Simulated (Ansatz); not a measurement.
B(phosphinine)H3 (C₅H₈BP), relaxed as a singlet with RKS PBE0-D4/def2-SVP in Ansatz, starting from the GFN2-xTB geometry. Force threshold 0.02 eV/Å.

Start:

Cartesian coordinates in Å:
```
B -0.025 2.502 1.287
P -0.104 0.752 0.440
C -0.578 0.371 -1.177
C -0.459 -0.891 -1.724
C 0.062 -1.981 -1.044
C 0.511 -1.913 0.267
C 0.495 -0.760 1.025
H -1.002 1.167 -1.774
H -0.789 -1.039 -2.745
H 0.118 -2.929 -1.558
H 0.900 -2.817 0.719
H 0.860 -0.794 2.044
H -0.155 2.305 2.450
H -0.898 3.135 0.791
H 1.063 2.894 0.998
```

Task: Estimate the energy that the relaxation releases and the steps that it takes.

Result: 0.08 eV, in 6 steps; 37 s on 4 threads of Intel Xeon on a shared host. No frequencies were taken in this run, so the end may be a saddle point.

Task: Does the start keep its bonding and symmetry?

Result: By distances, no bond broke or formed. The bond that changes most is B1–H13, from 1.19 to 1.22 Å (atoms count from 1).

Task: Predict the relaxed structure.

Result: 
```tsv
atom	x (Å)	y (Å)	z (Å)
B1	-0.0294	2.4653	1.2741
P2	-0.0357	0.7606	0.4065
C3	-0.5513	0.4022	-1.1872
C4	-0.4665	-0.8795	-1.7243
C5	0.0393	-1.9813	-1.0320
C6	0.5097	-1.9044	0.2804
C7	0.5286	-0.7318	1.0304
H8	-0.9641	1.2193	-1.7852
H9	-0.8194	-1.0313	-2.7490
H10	0.0663	-2.9481	-1.5395
H11	0.8841	-2.8198	0.7488
H12	0.9068	-0.7452	2.0563
H13	-0.1869	2.1974	2.4539
H14	-0.9527	3.0649	0.7483
H15	1.0710	2.9319	1.0183
```
Bond lengths: 4 × C–C 1.39 to 1.40 Å; 2 × C–P 1.71 Å; 1 × B–P 1.91 Å; 5 × C–H 1.09 Å; 3 × B–H 1.22 Å.
